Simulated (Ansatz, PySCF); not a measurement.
Complex: H2S (SMILES S) (first 3 atoms) with CH3I (SMILES CI); geometry from B3LYP-D3(BJ)/def2-TZVP, rigid monomers moved along the line of their centres of mass till H3···I5 is 4.25 Å.
(charge 0, multiplicity 1):
```json
[
 {"atom": "S", "x (Å)": "-0.1442", "y (Å)": "-0.4662", "z (Å)": "-0.6813"},
 {"atom": "H", "x (Å)": "-0.5490", "y (Å)": "-1.7403", "z (Å)": "-0.8064"},
 {"atom": "H", "x (Å)": "-0.8993", "y (Å)": "-0.2756", "z (Å)": "0.4160"},
 {"atom": "C", "x (Å)": "0.9759", "y (Å)": "-1.2989", "z (Å)": "4.1429"},
 {"atom": "I", "x (Å)": "-1.0942", "y (Å)": "-0.9105", "z (Å)": "4.6135"},
 {"atom": "H", "x (Å)": "1.1983", "y (Å)": "-2.3043", "z (Å)": "4.4811"},
 {"atom": "H", "x (Å)": "1.0769", "y (Å)": "-1.2018", "z (Å)": "3.0673"},
 {"atom": "H", "x (Å)": "1.5675", "y (Å)": "-0.5607", "z (Å)": "4.6718"}
]
```

Interaction energies are E(AB) − E(A) − E(B) at the monomers' geometry in the complex; basis-set methods are counterpoise corrected.

Cores are frozen in the correlated methods. Filled d and f shells under p-block atoms count as core. CBS(a, b) extrapolates the correlation energy as X⁻³ and adds the Hartree–Fock energy of set b.

The values were computed with Ansatz (a first-principles code); PySCF for the dispersion terms. Each number belongs to the level named beside it. In def2 rows elements past Kr take small-core potentials, without spin–orbit coupling.

PBE/def2-TZVPPD gives -0.81 kcal/mol for the interaction energy.

Q: Predict the shift from PBE, with its sign, for: PBE-D3(BJ)/def2-TZVPPD, r2SCAN/def2-TZVPPD, B3LYP/def2-TZVPPD, wB97M-V/def2-TZVPPD, MP2/CBS(def2-SVPD, def2-TZVPPD), CCSD(T)/CBS(def2-SVPD, def2-TZVPPD).

A: PBE-D3(BJ)/def2-TZVPPD -0.43; r2SCAN/def2-TZVPPD 0.03; B3LYP/def2-TZVPPD 0.38; wB97M-V/def2-TZVPPD -0.17; MP2/CBS(def2-SVPD, def2-TZVPPD) -0.25; CCSD(T)/CBS(def2-SVPD, def2-TZVPPD) -0.18 kcal/mol. 2 of 6 lie above PBE; the widest gap is to PBE-D3(BJ)/def2-TZVPPD.
